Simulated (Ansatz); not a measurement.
Relaxation of Cd₃Te₃H₁₂, a cluster cut from zinc blende CdTe (hydrogen-capped) with RKS PBE0-D4/def2-SVP.

```sh
$ ansatz run in.yaml --threads 4 --pin off --events-out ev --progress --plain --max-ram 4787MiB
```

```yaml
crystal:
  periodic: [false, false, false]
  atoms:
    - {symbol: Cd, position_ang: [-1.405330, -1.405860, 2.830890]}
    - {symbol: Cd, position_ang: [2.813720, -1.408840, -1.404850]}
    - {symbol: Cd, position_ang: [-1.404660, 2.828410, -1.414360]}
    - {symbol: Te, position_ang: [-2.088040, 1.037750, 1.033820]}
    - {symbol: Te, position_ang: [1.047370, 1.050890, -2.087590]}
    - {symbol: Te, position_ang: [1.039810, -2.094340, 1.047110]}
    - {symbol: H, position_ang: [-2.499820, -2.512330, 2.251430]}
    - {symbol: H, position_ang: [-0.652380, -0.642940, 4.099940]}
    - {symbol: H, position_ang: [2.229960, -2.505830, -2.507060]}
    - {symbol: H, position_ang: [4.080160, -0.653110, -0.642690]}
    - {symbol: H, position_ang: [-2.504720, 2.257140, -2.520130]}
    - {symbol: H, position_ang: [-0.643360, 4.089460, -0.647610]}
    - {symbol: H, position_ang: [-3.679070, 0.840150, 0.839380]}
    - {symbol: H, position_ang: [-2.354410, 2.166610, 2.158620]}
    - {symbol: H, position_ang: [0.835540, 0.834040, -3.673320]}
    - {symbol: H, position_ang: [2.176350, 2.168910, -2.379250]}
    - {symbol: H, position_ang: [0.843250, -3.684200, 0.841910]}
    - {symbol: H, position_ang: [2.165630, -2.365890, 2.173750]}
basis:
  gaussian: {orbitals: def2-SVP}
hamiltonian: {xc: pbe0, dispersion: d4}
scf: {lower_state_search: "off"}
output: {orbitals: {seedname: orbitals}}
relax: {f_tol: 0.02, max_steps: 100}
```

It took 43 s on 4 threads of Arm Neoverse V1 on a shared host, peak host memory 1.1 GiB.

Positions (Å) and forces (eV/Å) at steps 1, 2, 3, 4 of 4:

```xyz
18
step=1 energy=-35763.1646 eV
Cd   -1.405   -1.406    2.831   -0.273   -0.270    0.549
Cd    2.814   -1.409   -1.405    0.544   -0.279   -0.279
Cd   -1.405    2.828   -1.414   -0.277    0.546   -0.272
Te   -2.088    1.038    1.034    0.869   -0.425   -0.422
Te    1.047    1.051   -2.088   -0.423   -0.420    0.881
Te    1.040   -2.094    1.047   -0.423    0.869   -0.416
H    -2.500   -2.512    2.251   -0.337   -0.335   -0.471
H    -0.652   -0.643    4.100    0.423    0.428    0.272
H     2.230   -2.506   -2.507   -0.469   -0.327   -0.330
H     4.080   -0.653   -0.643    0.293    0.427    0.428
H    -2.505    2.257   -2.520   -0.328   -0.468   -0.330
H    -0.643    4.089   -0.648    0.424    0.282    0.432
H    -3.679    0.840    0.839   -0.841   -0.172   -0.168
H    -2.354    2.167    2.159   -0.051    0.608    0.604
H     0.836    0.834   -3.673   -0.177   -0.181   -0.849
H     2.176    2.169   -2.379    0.610    0.607   -0.063
H     0.843   -3.684    0.842   -0.172   -0.838   -0.169
H     2.166   -2.366    2.174    0.609   -0.055    0.602
18
step=2 energy=-35763.7570 eV
Cd   -1.486   -1.486    2.990   -0.165   -0.165    0.335
Cd    2.975   -1.489   -1.485    0.330   -0.166   -0.166
Cd   -1.484    2.990   -1.492   -0.165    0.332   -0.164
Te   -2.077    1.033    1.030   -0.204    0.101    0.101
Te    1.042    1.045   -2.079    0.098    0.097   -0.207
Te    1.035   -2.084    1.043    0.101   -0.203    0.099
H    -2.553   -2.564    2.196    0.114    0.120    0.018
H    -0.598   -0.588    4.147   -0.053   -0.054   -0.158
H     2.175   -2.556   -2.558    0.021    0.119    0.120
H     4.132   -0.600   -0.589   -0.147   -0.052   -0.053
H    -2.556    2.202   -2.571    0.120    0.017    0.121
H    -0.590    4.139   -0.592   -0.055   -0.151   -0.052
H    -3.720    0.813    0.813    0.172    0.032    0.032
H    -2.332    2.203    2.194    0.014   -0.123   -0.123
H     0.809    0.806   -3.716    0.035    0.034    0.167
H     2.212    2.205   -2.357   -0.126   -0.124    0.018
H     0.816   -3.725    0.817    0.030    0.171    0.035
H     2.203   -2.344    2.209   -0.120    0.014   -0.123
18
step=3 energy=-35763.8787 eV
Cd   -1.570   -1.568    3.150   -0.033   -0.033    0.072
Cd    3.139   -1.569   -1.565    0.070   -0.036   -0.036
Cd   -1.564    3.152   -1.571   -0.036    0.069   -0.034
Te   -2.077    1.034    1.031   -0.062    0.030    0.030
Te    1.039    1.039   -2.079    0.030    0.031   -0.062
Te    1.036   -2.080    1.042    0.029   -0.062    0.030
H    -2.598   -2.603    2.294   -0.005   -0.004   -0.016
H    -0.651   -0.643    4.227    0.010    0.011   -0.002
H     2.277   -2.597   -2.596   -0.013   -0.004   -0.003
H     4.221   -0.652   -0.644    0.001    0.011    0.010
H    -2.594    2.301   -2.608   -0.003   -0.015   -0.003
H    -0.643    4.225   -0.643    0.011   -0.001    0.012
H    -3.714    0.818    0.817    0.054    0.014    0.014
H    -2.337    2.199    2.192   -0.001   -0.041   -0.040
H     0.813    0.807   -3.712    0.014    0.014    0.053
H     2.202    2.196   -2.359   -0.041   -0.040    0.001
H     0.819   -3.715    0.822    0.014    0.054    0.014
H     2.200   -2.345    2.202   -0.040    0.000   -0.040
18
step=4 energy=-35763.8888 eV
Cd   -1.604   -1.601    3.217    0.003    0.003   -0.007
Cd    3.209   -1.605   -1.600   -0.006    0.003    0.003
Cd   -1.598    3.219   -1.604    0.003   -0.007    0.003
Te   -2.088    1.040    1.037   -0.010    0.005    0.005
Te    1.043    1.044   -2.089    0.005    0.004   -0.010
Te    1.042   -2.089    1.047    0.005   -0.010    0.005
H    -2.624   -2.624    2.338   -0.003   -0.003    0.007
H    -0.673   -0.664    4.272   -0.004   -0.004    0.006
H     2.324   -2.623   -2.620    0.008   -0.003   -0.003
H     4.269   -0.674   -0.668    0.007   -0.004   -0.005
H    -2.619    2.345   -2.629   -0.003    0.007   -0.003
H    -0.664    4.270   -0.664   -0.004    0.006   -0.004
H    -3.723    0.829    0.826    0.005   -0.002   -0.002
H    -2.353    2.201    2.196    0.004   -0.003   -0.003
H     0.823    0.817   -3.721   -0.002   -0.001    0.006
H     2.204    2.199   -2.372   -0.003   -0.003    0.005
H     0.828   -3.723    0.832   -0.002    0.006   -0.002
H     2.203   -2.359    2.204   -0.003    0.005   -0.003
```

In the def2 sets Cd, Te take a core potential; there is no spin–orbit coupling.
